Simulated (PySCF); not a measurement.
cyclobutane (C₄H₈), singlet, geometry from GFN2-xTB. Base run: PBE0/6-31G*, polarisability (PySCF).

PySCF was given this input:
```python
from pyscf import gto, scf, dft
from pyscf.prop import polarizability

mol = gto.M(
    atom='''
C    -0.006133    1.082956    0.058537
C     0.006858   -1.082210    0.070938
C    -1.082946   -0.006834   -0.058640
C     1.082221    0.006088   -0.070834
H    -0.015054    1.842315   -0.720769
H    -0.003624    1.577299    1.027915
H     0.007103   -1.850498   -0.699618
H     0.015232   -1.565351    1.045915
H    -1.842432   -0.006927    0.720592
H    -1.577131   -0.015351   -1.028065
H     1.850383    0.015110    0.699794
H     1.565522    0.003404   -1.045765
''',
    basis='6-31g*',
    charge=0,
    spin=0,
    verbose=4,
)

mf = dft.RKS(mol)
mf.xc = 'pbe0'
mf.kernel()
alpha = mf.Polarizability().polarizability()[2, 2]
print('alpha_zz =', alpha)
```

Q: The base was run again with changes. Order these runs by alpha_zz (bohr³), lowest first: basis = cc-pVDZ | basis = STO-3G | functional = pbe.

A: basis = STO-3G (alpha_zz (bohr³) 19.33), functional = pbe (alpha_zz (bohr³) 38.00), basis = cc-pVDZ (alpha_zz (bohr³) 39.22)

Finite-field rows take the second difference of the energy in a field along z; a small field with loose convergence shows SCF noise divided by the square of the field, and a large one adds hyperpolarisability.
